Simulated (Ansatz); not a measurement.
A run for Ansatz (an electronic-structure program): R-BLYP/def2-TZVPP on H2OSSi (SMILES O[Si]S), a point of a torsion scan.

Ansatz 0.2 input:
```yaml
crystal:
  periodic: [false, false, false]
  atoms:
    - {symbol: O, position_ang: [-1.10764954, 0.40460792, -0.73830140]}
    - {symbol: Si, position_ang: [0.07185171, -0.70162486, -0.45798455]}
    - {symbol: S, position_ang: [1.23606181, -0.30557345, -2.25944292]}
    - {symbol: H, position_ang: [-2.00932733, 0.32637375, -0.44545827]}
    - {symbol: H, position_ang: [0.44796128, 0.64856305, -2.73372390]}
basis:
  gaussian:
    orbitals: def2-TZVPP
hamiltonian:
  xc: {name: BLYP}
scf: {lower_state_search: off}
```

The head of its log:

```
WARN ansatz: RAYON_NUM_THREADS=1 ignored (pool sized by the plan → 1); use --threads N
Functional definition: BLYP
these checks for a lower state are left out or cut short: stability, starts, cluster_reference, orbital_swaps, neighbouring_geometries, increment
integrals: 0.06 GiB planned
841 factors; their error is unknown
mean field: 0.40 GiB planned
mean field evaluation 1: about -20787.0228 eV, gradient 6.9e1 eV
mean field evaluation 2: about -20706.5325 eV, gradient 1.8e2 eV
```

Task: Give the final energy of this run.

Result: -764.2020 hartree.
